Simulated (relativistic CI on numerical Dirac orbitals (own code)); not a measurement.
## Eu²⁺: sensitivity of the levels to the model

Base calculation: Dirac-Coulomb-Breit CI, KLI orbitals optimised for each configuration, QED by a radiative potential, valence Slater integrals scaled by 0.85, P86 correlation energy added to each configuration.

CI space (outside the closed core [Xe]): 4f7, 4f6 5d, 4f6 6s, 4f6 6p, 4f5 6s2, 4f6 7s, 4f6 7p, 4f6 8s. Levels of other configurations are missing.

The lowest level and the first level of each name with at least 55 % of one term (blank where a level has no safe partner in the second run):

| Level | Base (cm⁻¹) | Shift (cm⁻¹) |
| --- | --- | --- |
| 4f7 8S°_7/2 | 0.0 | 0.0 |
| 4f6 5d 8H_3/2 | 18686.3 | +1735.3 |
| 4f6 5d 8H_5/2 | 19205.1 | +1719.2 |
| 4f6 5d 8H_7/2 | 19892.2 | +1706.3 |
| 4f6 5d 8H_9/2 | 20719.4 | +1703.0 |
| 4f6 5d 8D_3/2 | 21131.8 | +2121.7 |
| 4f6 5d 8H_11/2 | 21662.7 | +1713.1 |
| 4f6 5d 8D_5/2 | 22170.5 | +2070.9 |
| 4f6 5d 8H_13/2 | 22706.2 | +1738.2 |
| 4f6 5d 8D_7/2 | 23179.7 | +2048.1 |
| 4f6 5d 8H_15/2 | 23843.9 | +1777.1 |
| 4f6 5d 8D_9/2 | 24162.9 | +2046.0 |
| 4f6 5d 6P_3/2 | 25053.8 | +2421.2 |
| 4f6 5d 8H_17/2 | 25084.6 | +1824.4 |

For a near-neutral ion this model can misplace configurations by up to about 10,000 cm⁻¹ (more where the count of f electrons changes) and terms by 10 to 25 % of their spread. Rates follow the energies as ν³ (E1, M1) or ν⁵ (E2), so they and the lifetimes can be off by large factors. The fine structure of a lone outer electron comes out too small, for d and f at times inverted, and misplaced configurations move strength between like terms. 35 of the 51 excited levels that our extract of the measured tables holds in this range could be paired (the sources list more); they are missed by 11297 cm⁻¹ on average and 15063 at most, and levels without a partner can miss by more.

Question: One thing was changed in a second run, which moved the levels as shown. Which?
A. Breit term removed
B. self-excluded LDA correlation estimate
C. configuration mixing switched off
D. Slater integrals left unscaled
E. QED terms removed

Answer: D. Slater integrals left unscaled. Scaling acts on the splittings between terms and on the mixing, and leaves the fine structure of pure LS terms nearly alone; in jj coupling it moves the levels of one term differently.

LS names give the leading component of a level, which can be under half, so a name can repeat, a term be missing and a line seem to break the LS rules.
